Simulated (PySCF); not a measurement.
What does the PBE0-D3(BJ)/def2-SVP structure of `CO[C@@H]1CC[C@@H]([BH2-][NH3+])C1` look like in three dimensions?

```xyz
25
C6H16BNO angstrom
C      3.1376    1.0180   -0.7277
O      1.7562    0.9893   -0.5796
C      1.3167    0.4782    0.6631
C      1.4317   -1.0623    0.7393
C     -0.0094   -1.5983    0.6385
C     -0.8398   -0.4468    0.0635
B     -2.4278   -0.6196    0.2666
N     -3.1426    0.6864   -0.4174
C     -0.1812    0.7492    0.7592
H      3.5974    0.0105   -0.6845
H      3.6248    1.6394    0.0520
H      3.3650    1.4533   -1.7117
H      1.8865    0.9796    1.4716
H      2.0424   -1.4101   -0.1087
H      1.9425   -1.3961    1.6557
H     -0.0833   -2.5178    0.0382
H     -0.3920   -1.8472    1.6434
H     -0.5871   -0.3679   -1.0148
H     -2.9120   -1.5815   -0.3261
H     -2.7721   -0.5801    1.4481
H     -4.1552    0.6622   -0.3003
H     -2.7934    1.5506    0.0007
H     -2.9388    0.7263   -1.4175
H     -0.4840    0.7651    1.8216
H     -0.4057    1.7396    0.3269
```

Any rigid rotation of these coordinates is as good. Atoms count from 1 in this order. N8 (nitrogen bonded to B and 3 H) is tetrahedral (angles from 107.4° to 111.5°). The 5-membered ring C3–C4–C5–C6–C9 has internal angles of 100.6° to 105.9° (sum 521°, against 540° for a flat polygon); it is puckered, 0.19 Å rms from its mean plane, widest ring torsion 44°. B7 (four-coordinate boron) is distorted tetrahedral (angles from 104.5° to 114.3°). The 2 C–O bonds span 1.390 Å (C1–O2, drawn single) to 1.414 Å (O2–C3, drawn single), a spread of 0.024 Å.

Bonds between heavy atoms (Å): C1–O2 1.390, O2–C3 1.414, C3–C4 1.547, C4–C5 1.541, C5–C6 1.532, C6–B7 1.610, B7–N8 1.638, C6–C9 1.532, C3–C9 1.525.

Method used: PBE0-D3(BJ)/def2-SVP geometry optimisation, gas phase (PySCF 2.14.0).

Point group: C1 (no symmetry element, even within 0.4 Å). No frequency check. One conformer, not necessarily the lowest (C1–O2–C3–C4 -76°, C5–C6–B7–N8 -179°, O2–C3–C4–C5 -107°, C3–C4–C5–C6 18°, C4–C5–C6–B7 -163°, C5–C6–C9–C3 44°).
